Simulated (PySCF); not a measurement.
Electron correlation in S⁷⁺ (sulfur, charge +7)

Starting occupation: [He] 2s2 2p5, 2p1/2 with m_j = -1/2, +1/2, 2p3/2 with m_j = -1/2, +1/2, +3/2. Computed with PySCF 2.14 in an uncontracted even-tempered set (18 s from 0.78 bohr⁻², ratio 2.4; 11 p from 1 bohr⁻², ratio 2.4; 5 d from 6.7 bohr⁻², ratio 2.6; 5 f from 10 bohr⁻², ratio 2.6), with X2C-1e with screened-nucleus spin-orbit coupling, Gaussian nucleus. Frozen: nothing; 9 electrons correlated; the 28 highest virtual spinors left out.

MP2 pair energies summed by pair of shells (mhartree):

```csv
pair,energy,share (%)
2p-2p,-136.60,45.5
2p-2s,-77.26,25.8
1s-1s,-38.54,12.8
1s-2p,-28.98,9.7
2s-2s,-11.23,3.7
1s-2s,-7.40,2.5
```

Total MP2 correlation energy: -300.02 mhartree.

The GHF reference relaxed away from the jj start to a determinant that is no pure jj level (⟨S²⟩ = 0.75, ⟨J²⟩ = 3.75); the energies belong to that determinant.
